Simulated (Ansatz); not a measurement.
## One molecule, several partners

NH₄⁺ beside different partners, each pair relaxed from a docking trial to one local arrangement, named by its closest contact against the van der Waals radii; a more strongly bound one may exist. Pairs that react, share a proton or have a doubtful reference are left out. Counterpoise interaction energies from the frozen fragments; negative means bound. Gas-phase electronic energies, without zero-point energy, by CCSD(T) at an estimated basis limit (MP2 extrapolated from triple and quadruple zeta, plus CCSD(T) − MP2 in triple zeta); Ansatz 0.2.0, def2-TZVPPD and QZVPPD, frozen cores, on PBE0-D4/def2-TZVP structures. Extrapolation: Hartree–Fock as exp(−7.88 √X), correlation as X^−2.97.

```tsv
partner	closest contact, atom of NH₄⁺ first (Å)	interaction energy (kJ/mol)
HBr	H···Br 2.31	?
CO	H···C 2.01	-35.5
SiH₄	H···H 1.56	-29.9
C₂H₂ (SMILES C#C)	H···C 2.14	-48.7
CH₂O (SMILES C=O)	H···O 1.61	-88.6
PH₃	H···P 2.21	-66.2
```

Q: What is the interaction energy with HBr? (Judge from chemistry; the value comes from the calculation.)

A: Computed: -37.0 kJ/mol. It counts from the two fragments frozen as in the pair.

Q: Which of these pairs would not bind at these structures without electron correlation? (Judge from chemistry; the calculation decides.)

A: The calculation gives: None: Hartree–Fock already binds all of them.

T1 diagnostic: at most 0.018. The filled d shells of Br are correlated in sets not built for that, so values that involve them are less sure.

For scale, one of the runs: CCSD(T)/def2-TZVPPD, 221 basis functions, launched by `ansatz run in.yaml --threads 2 --pin off --events-out ev --progress --plain --max-ram 5222MiB`. Time: 43 s of wall clock on 2 CPU threads of an Arm Neoverse V1; the host was shared. Peak host memory: 3.3 GiB.
